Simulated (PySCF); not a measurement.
Hf(H)3(SH) (H4HfS), SMILES [HfH3][SH], multiplicity 1. Atoms are numbered in the order given.

```xyz
6

Hf    -0.0001     0.4247     0.0000
H      1.7787     0.9324     0.0000
H     -0.8623     1.0642    -1.5032
H     -0.8623     1.0642     1.5032
S     -0.0822    -1.9832     0.0000
H      1.2706    -1.9101     0.0000
```
Charge 0, spin multiplicity 1.

Geometry: PBE0-D3(BJ)/def2-TZVP. The spin state was assumed, not searched. The def2 effective core potentials stand for the cores of Hf; spin–orbit coupling is left out.

The numbers are results of PBE/def2-TZVPD in PySCF, not measurements.

Mulliken values depend strongly on the basis, most of all with diffuse functions as here. ESP charges are fitted to the potential on shells at 1.4 to 2.0 van der Waals radii. Atomic charges (e):

```tsv
atom	ESP fit	Mulliken
Hf1	1.06	0.65
H2	-0.28	-0.13
H3	-0.28	-0.13
H4	-0.28	-0.13
S5	-0.34	-0.50
H6	0.13	0.23
```
